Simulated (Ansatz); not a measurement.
Ansatz (a program for electronic structure) input (SVWN5/def2-TZVPD):

Ansatz 0.2 input:
```yaml
crystal:
  periodic: [false, false, false]
  atoms:
    - {symbol: Al, position_ang: [0.00000000, 0.00000000, 0.00000000]}
    - {symbol: I, position_ang: [-0.00000000, -0.00000000, -2.36949799]}
    - {symbol: I, position_ang: [0.00000000, 0.00000000, 2.36949799]}
basis:
  gaussian:
    orbitals: def2-TZVPD
hamiltonian:
  xc: {name: SVWN5}
total_charge: 1
output: {forces: true}
```

Output:

```
Functional definition: SVWN5
integrals: 0.09 GiB planned
1092 factors; their error is unknown
mean field: 0.55 GiB planned
mean field evaluation 1: about -22741.9243 eV, gradient 2.6e1 eV
mean field evaluation 2: about -22740.5053 eV, gradient 3.7e1 eV
mean field evaluation 4: about -22743.8130 eV, gradient 3.1e0 eV
mean field evaluation 8: about -22743.8204 eV, gradient 3.7e-2 eV
mean field evaluation 16: about -22743.8204 eV, gradient 1.8e-5 eV
mean field -22743.82035767 eV, -835.8199818291 hartree, gradient 1.8e-5 eV, S^2 0.000000; 0 other end points of the search recorded, 0 dependent functions left out
the calculation of the forces begins
reference -22743.82039113 eV, -835.8199830588 hartree; 31, 31 occupied and 130, 130 virtual orbitals, 1092 factors
Total energy: -22743.82039113 eV, -835.8199830588 hartree
Atom 0 at     0.000000     0.000000     0.000000 Å, force    -0.000000     0.000000     0.000000 eV/Å
Atom 1 at    -0.000000    -0.000000    -2.369498 Å, force    -0.000000    -0.000000     0.265305 eV/Å
Atom 2 at     0.000000     0.000000     2.369498 Å, force     0.000000     0.000000    -0.265305 eV/Å
Dipole moment:    -0.000000     0.000000    -0.000000 e Å
```
